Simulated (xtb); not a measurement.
C₇H₅N, charge +1, doublet, at a GFN2-xTB geometry (a state made from the parent by changing its charge; the spin is typed, not shown lowest). Base run: GFN0-xTB run with xtb.

Geometry (Å):
```xyz
13

N      3.0945     0.5457     0.0855
C      1.9703     0.3441     0.0983
C      0.5829     0.1091    -0.0653
C     -0.2975     1.2004     0.0107
C     -1.6494     0.9394     0.1247
C     -2.0984    -0.3752     0.0081
C     -1.2217    -1.4568    -0.0613
C      0.1339    -1.2167    -0.1768
H      0.0738     2.2152     0.0356
H     -2.3419     1.7599     0.2517
H     -3.1594    -0.5527    -0.1451
H     -1.5861    -2.4746    -0.0769
H      0.8321    -2.0334    -0.2940
```
Charge +1, spin multiplicity 2.
All else is at xtb's defaults.
Base energy -18.63737 Eh.

Variants of this job, named by their change:

```tsv
change	ΔE vs base (kcal/mol)
base	0.000
etemp = 10	0.007
acc = 0.1	0.000
acc = 1000	0.000
```
